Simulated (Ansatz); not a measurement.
Geometry optimisation, RKS B3LYP-D4/def2-SVP (Ansatz 0.2.0).

The input (input.yaml):

```yaml
crystal:
  periodic: [false, false, false]
  atoms:
    - { symbol: Ga, position_ang: [0.0, 0.0, 0.0] }
    - { symbol: Cl, position_ang: [0.0, 0.0, 2.24] }
    - { symbol: H, position_ang: [1.3596, 0.0, -0.785] }
    - { symbol: "N", position_ang: [-1.6714, 0.0, -0.965] }
    - { symbol: H, position_ang: [-2.3403, -0.8164, -0.8664] }
    - { symbol: H, position_ang: [-1.9204, 0.8164, -1.5936] }
basis:
  gaussian: { orbitals: def2-SVP }
hamiltonian:
  xc: b3lyp
  dispersion: d4
relax:
  f_tol: 0.02
  max_steps: 40
```

Launched with:

```bash
$ ansatz run input.yaml --threads 1 --pin off --max-ram 2048MiB --backend cpu --events-out ev --progress --plain --runs-dir out
```

Where does it end, and by what steps?

The forces met the threshold. After 7 steps the energy has fallen by 0.664 eV; H5 moved furthest, 0.76 Å.

```
step  energy less start (eV)  largest force component (eV/Å)  accepted
   0                  0.0000                           1.817       yes
   1                 -0.3299                           1.272       yes
   2                 -0.4812                           1.049       yes
   3                 -0.5888                           0.591       yes
   4                 -0.6329                           0.191       yes
   5                 -0.6589                           0.203       yes
   6                 -0.6627                           0.126       yes
   7                 -0.6638                           0.012       yes
```

```xyz
6
Properties=species:S:1:pos:R:3
Ga -0.003 0.047 -0.067
Cl -0.114 -0.401 2.053
H 1.358 0.366 -0.735
N -1.603 0.006 -0.904
H -2.472 -0.208 -0.427
H -1.739 0.190 -1.891
```

Whether the end is a true minimum wasn't checked by a vibrational analysis.

Run time: 27 s on 1 thread of Arm Neoverse V2, on a shared host, peak memory 0.16 GiB.
